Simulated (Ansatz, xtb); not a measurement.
## C5H5NO2: which of two isomers lies lower

We compare X, `N#CC1(C=O)COC1`, a singlet, with Y, `N#C[C@@H]1CO[C@H]1C=O`, a singlet. Both are isolated molecules in the gas phase, relaxed with B3LYP/def2-SVP; the shapes shown needn't be the lowest conformers.

X (Å):

```xyz
13

C    -1.8112    0.2603   -1.4955
C    -0.7270    0.1088   -0.5351
C     0.2673    1.2738   -0.6512
C    -0.0039   -1.2895   -0.5217
C    -1.0908   -0.2848    0.9227
N    -2.6640    0.3952   -2.2694
O     0.8220    1.7611    0.2945
O    -0.2959   -1.4748    0.8563
H     0.4639    1.6157   -1.6980
H    -0.4874   -2.0347   -1.1771
H     1.0789   -1.2572   -0.7355
H    -2.1617   -0.4945    1.0815
H    -0.7191    0.4316    1.6717
```

Y (Å):

```xyz
13

C    -1.7552   -1.5816   -1.2466
C    -0.3650   -1.1567   -1.3087
C     0.4920   -1.2973   -0.0193
C    -0.0567    0.3516   -1.1432
C     0.7423    0.9911   -2.2680
N    -2.8627   -1.9165   -1.1778
O     0.7840    0.1111   -0.0042
O     0.8157    0.5406   -3.3809
H     0.1059   -1.5642   -2.2164
H     1.3995   -1.9144   -0.1215
H    -0.0743   -1.6136    0.8720
H    -0.9297    0.9880   -0.8986
H     1.2887    1.9192   -1.9597
```

Quicker runs give these differences E(Y) − E(X): GFN2-xTB −8.47 kJ/mol; HF/STO-3G −9.82 kJ/mol (at GFN2-xTB geometries); r2SCAN-D4/def2-SVP −7.48 kJ/mol (at GFN2-xTB geometries).

**Question.** Estimate E(Y) − E(X) at the level CCSD(T)/def2-SVP + ΔMP2/def2-TZVPP.

**Answer.** CCSD(T)/def2-SVP + ΔMP2/def2-TZVPP gives E(Y) − E(X) = −8.34 kJ/mol, slightly favouring structure Y, which is too small a margin to settle the true order.

How the difference moves with the method:

| level | geometry | E(Y) − E(X) (kJ/mol) | departure from the last row (kJ/mol) | job, with rough time for the two |
| --- | --- | --- | --- | --- |
| GFN2-xTB | GFN2-xTB | −8.47 | −0.12 | optimisation, 0.23 s |
| HF/STO-3G | GFN2-xTB | −9.82 | −1.48 | single point, 0.54 s |
| r2SCAN-D4/def2-SVP | GFN2-xTB | −7.48 | +0.87 | single point, 4.2 s |
| B3LYP/def2-SVP | B3LYP/def2-SVP | −11.38 | −3.04 | optimisation, 2.1 min |
| HF/def2-SVP | B3LYP/def2-SVP | −14.76 | −6.41 | part of the CCSD(T) run |
| MP2/def2-SVP | B3LYP/def2-SVP | −4.48 | +3.87 | part of the CCSD(T) run |
| CCSD(T)/def2-SVP | B3LYP/def2-SVP | −6.85 | +1.49 | single point |
| CCSD(T)/def2-SVP + ΔMP2/def2-TZVPP | B3LYP/def2-SVP | −8.34 |  | single point, 54 s |

As drawn, both hold the same kinds of bond in the same numbers.

The largest departure from CCSD(T)/def2-SVP + ΔMP2/def2-TZVPP is that of HF/def2-SVP, 6.41 kJ/mol. The last row adds to CCSD(T) the change of the MP2 difference between the two basis sets, here −1.49 kJ/mol.

With thermal terms from frequencies at re-optimised GFN2-xTB minima (ideal gas, soft modes damped towards free rotors, one conformer each, 298.15 K, 1 atm): on the last row, ΔE + ΔZPE = −8.80, ΔH = −8.93, ΔG = −9.30 kJ/mol.

The correlated steps freeze 8 core orbitals. Mirror images aren't counted in ΔG. Run with Ansatz 0.2.0, xtb 6.7.1; the last row on 2 threads of Intel(R) Xeon(R) 6975P-C (Granite Rapids) on a shared host.
